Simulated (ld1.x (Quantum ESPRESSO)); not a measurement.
**Transferability test, RRKJ potential for Hf**

Hf (Z = 72), norm-conserving RRKJ (Kleinman–Bylander form), made with ld1.x (Quantum ESPRESSO) 7.5 (BP86, scalar-relativistic). Core [Xe] 4f14, reference 5d2 6s1.75 6p0.25. Waves: 6p (bound): rc 4.20 bohr; 5d (bound): rc 2.30 bohr; 6s (bound): rc 2.30 bohr. Local part: the s channel. Core correction: a·sin(br)/r model core, default radius (core density twice the valence density).

Energies are relative to the spin-unpolarised reference configuration 5d2 6s1.75 6p0.25; without spin polarisation the order of configurations can differ from experiment. The frozen-core shift is the all-electron ΔE with the core orbitals held at their reference shape minus the fully relaxed ΔE.

Q: Give the all-electron excitation energy and the error of the potential for: 5d2 6s2 6p0; 5d2 6s1 6p0; 5d2 6s0 6p0; 5d2 6s1.5 6p0; 5d2.5 6s1.5 6p0; 5d3 6s1 6p0; 5d2 6s0 6p1.

A:

```tsv
valence configuration	charge	ΔE all-electron (eV)	error AE − PS (meV)	frozen-core shift (meV)
5d2 6s2 6p0	0	-0.948	0.0	-0.3
5d2 6s1 6p0	+1	7.203	-4.2	+3.9
5d2 6s0 6p0	+2	21.562	-35	+27
5d2 6s1.5 6p0	+0.5	2.385	-1.4	+1.1
5d2.5 6s1.5 6p0	0	0.313	-12	+8.2
5d3 6s1 6p0	0	1.660	-36	+24
5d2 6s0 6p1	+1	11.929	-27	+12
```

Levels in the configuration 5d2 6s0 6p0:

| level | all-electron (eV) | pseudo (eV) |
| --- | --- | --- |
| 5d | -16.823 | -16.885 |

A variational frozen-core shift is positive and of second order in the change. This column holds negative values, so the frozen-core run of ld1.x carries numerical noise or an error of first order here, and the column gives no more than the rough size of the effect.
